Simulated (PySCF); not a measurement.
# EuH3(NH3) at several levels of theory

Computed with PySCF 2.14.0 (density fitting, no spin-orbit coupling) at the geometry relaxed with PBE0:

```xyz
8
EuH3(NH3) (singlet in the valence; each metal's 4f electrons, 6 of them, lie in its core potential, out of spins and levels)
Eu    0.2437   -0.2437    0.2437
H     1.2261    1.2873    1.2261
H    -1.2873   -1.2261    1.2261
H     1.2261   -1.2261   -1.2873
N    -1.2216    1.2216   -1.2216
H    -1.8325    1.8325   -0.6746
H    -0.6746    1.8325   -1.8325
H    -1.8325    0.6746   -1.8325
```

| level | basis | state | HOMO (eV) | gap (eV) | charge on Eu1 (e) | population of f-type functions on Eu1 (polarisation alone where 4f lies in the core) | dipole about the centre of mass (D) | largest force component (eV/Å) |
| --- | --- | --- | --- | --- | --- | --- | --- | --- |
| PBE0 | Eu lcecp-1-SVP with ECP52, H def2-SVP, N def2-SVP | singlet | -6.19 | 5.64 | 0.60 | 0.03 | 5.64 | 0.00 |
| r2SCAN | the same | singlet | -5.27 | 4.12 | 0.60 | 0.02 | 5.60 | 0.07 |
| PBE0 | Eu lcecp-1-TZVP with ECP52, H def2-TZVP, N def2-TZVP | singlet | -6.23 | 5.53 | 0.80 | 0.03 | 5.52 | 0.22 |

In the lcecp rows the 4f levels are missing from HOMO and gap, and the state counts the valence alone.

Charges are Mulliken's, which hang on the basis. The relaxation used the grid (50, 194), these runs (75, 302) or, all-electron (x2c bases, spin-free X2C Hamiltonian), (99, 590).

Task: What does M06-L with Eu lcecp-1-SVP with ECP52, H def2-SVP, N def2-SVP give here?

Result: state singlet, HOMO (eV) -5.31, gap (eV) 4.41, charge on Eu1 (e) 0.86, population of f-type functions on Eu1 (polarisation alone where 4f lies in the core) 0.02, dipole about the centre of mass (D) 5.48, largest force component (eV/Å) 0.11. Time: 6.4 s on 2 threads of Arm Neoverse V1, on a shared host, from an already converged density.

In the first row's basis the gap widens with exact exchange: 4.1 to 4.4 eV for r2SCAN, M06-L (none); 5.6 eV for PBE0 (a fixed share).

An lcecp potential fixes the number of 4f electrons, so in runs with it no electron can move into or out of that shell.
